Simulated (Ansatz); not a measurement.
The cluster Al₄Te₆⁻, relaxed as a doublet with UKS PBE-D4/def2-SVP in Ansatz, starting from the GFN2-xTB geometry. Force threshold 0.03 eV/Å.

In the def2 sets Te takes a core potential; there is no spin–orbit coupling. The relaxation made no stability test and no search for a lower SCF solution. Another isomer (doublet) lies 1.84 eV lower at PBE0-D4/def2-SVP; other spin states weren't run for this one.

Start:

```xyz
10

Al   -0.363    2.402   -0.187
Al   -1.600    0.199    0.270
Al    1.198    0.234   -0.079
Al    0.021   -1.906    0.795
Te    1.623   -3.679   -0.205
Te   -2.331    1.814   -1.746
Te   -1.117    1.876    2.261
Te    2.131    2.655   -0.673
Te   -2.558   -2.164    0.586
Te    2.996   -1.432   -1.022
```

```csv
step,energy (eV),largest force component (eV/Å),SCF passes
1,-70137.6764,0.650,22
2,-70137.7879,0.634,26
3,-70137.8438,0.111,23
4,-70137.8646,0.135,26
5,-70137.8840,0.150,22
6,-70137.8968,0.182,22
7,-70137.9100,0.202,22
8,-70137.9192,0.193,22
9,-70137.9268,0.113,22
10,-70137.9386,0.118,22
11,-70137.9560,0.146,23
12,-70137.9953,0.148,27
13,-70138.0216,0.197,27
14,-70138.0342,0.108,26
15,-70138.0353,0.086,22
16,-70138.0390,0.050,21
17,-70138.0396,0.012,22
```

Force components are those of the run's own axes.

End:

```
atom   x (Å)   y (Å)   z (Å)
 Al1  -0.362   2.564  -0.091
 Al2  -1.512   0.055   0.560
 Al3   1.177   0.160  -0.319
 Al4   0.333  -1.957   1.138
 Te5   0.788  -3.184  -1.180
 Te6  -1.058   0.847  -1.982
 Te7  -2.084   2.350   1.762
 Te8   2.150   2.647   0.120
 Te9  -2.301  -2.138   1.578
Te10   2.869  -1.344  -1.585
```

Bonds formed: Al3–Te6 (atoms count from 1).

No frequencies were taken in this run, so the end may be a saddle point.

Run time 2.9 min (4 threads of Arm Neoverse V1 on a shared host), peak host memory 0.58 GiB.
